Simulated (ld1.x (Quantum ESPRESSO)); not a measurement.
## An all-electron radial function and its pseudo partner (O)

Columns: radius, all-electron u(r) and pseudo u(r) of the 2p shell (level -9.03 eV) of oxygen in the configuration [He] 2s2 2p4; PBE, scalar-relativistic, TM semilocal scheme, ld1.x (Quantum ESPRESSO) 7.5.

```
r (bohr)  all-electron  pseudo
   0.078        0.0682  0.0248
   0.155        0.2037  0.0950
   0.232        0.3512  0.2024
   0.310        0.4879  0.3363
   0.388        0.6019  0.4799
   0.465        0.6908  0.6154
   0.542        0.7572  0.7315
   0.620        0.8036  0.8204
   0.698        0.8316  0.8767
   0.775        0.8443  0.9021
   0.852        0.8451  0.9025
   0.930        0.8365  0.8847
   1.008        0.8206  0.8556
   1.085        0.7995  0.8218
   1.162        0.7747  0.7867
   1.240        0.7469  0.7521
   1.318        0.7173  0.7190
   1.395        0.6872  0.6875
   1.472        0.6567  0.6567
   1.550        0.6258  0.6258
   1.628        0.5953  0.5953
   1.705        0.5657  0.5657
   1.782        0.5370  0.5370
   1.860        0.5088  0.5088
   1.938        0.4816  0.4816
   2.015        0.4558  0.4558
```

Q: How many radial nodes do the two functions have?

A: The all-electron 2p function has n − l − 1 = 0; the pseudo-wave has 0.

Q: At about which radius was the pseudo-wave matched?

A: 1.55 bohr. The columns agree to 0.0005 from 1.40 bohr on; several derivatives are matched, so the curves merge somewhat inside the radius.

Q: Is the pseudo-wave norm-conserving?

A: Yes: the TM semilocal scheme keeps the norm inside the radius equal to the all-electron one, which fixes the energy derivative of the logarithmic derivative at the level.
